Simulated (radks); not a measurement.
Values are calculated unless marked as measured or tabulated.
Cl3+, 14 electrons, occupied as [Ne] 3s2 3p2 (the NIST ground configuration).

Code: a radial shooting solver on a logarithmic mesh with Libxc functionals. Model: Dirac Kohn-Sham, PBE, spin-unpolarised, spherical densities, finite nucleus; open shells are shared between the two j in proportion to 2j + 1; Fermi nuclear charge, rms radius 3.3654 fm.

Energy parts (hartree):
total: -458.58141
kinetic: 461.06985
electron-nucleus: -1071.92535
Hartree: 179.09476
exchange-correlation: -26.82066

Orbitals (lengths in bohr, moments of r in powers of bohr; r(max) is where P^2 peaks):
orbital      occ.  eigenvalue (hartree)   r(max)
1s1/2           2             -102.8080  0.05946
2s1/2           2             -10.93575   0.3614
2p1/2           2              -8.73981   0.3000
2p3/2           4              -8.67707   0.3018
3s1/2           2              -2.16359    1.228
3p1/2    0.666667              -1.66233    1.306
3p3/2     1.33333              -1.65556    1.310

The highest occupied level is 3p3/2 at -45.050 eV. Summed over all electrons, <r^2> = 11.52 bohr^2, which gives a Langevin (diamagnetic) susceptibility term of -9.12 x 10^-6 cm^3/mol. For comparison, the ionisation energy in NIST's Atomic Spectra Database is 53.2 eV (semi-empirical). In exact Kohn-Sham theory the highest level is minus the ionisation energy, but local and semilocal functionals leave it too shallow, through self-interaction and a potential that decays too fast; potentials with the right tail come closer.

Beside tabulated values, note that spin-unpolarised runs miss the spin-polarisation part of the exchange energy of open shells.
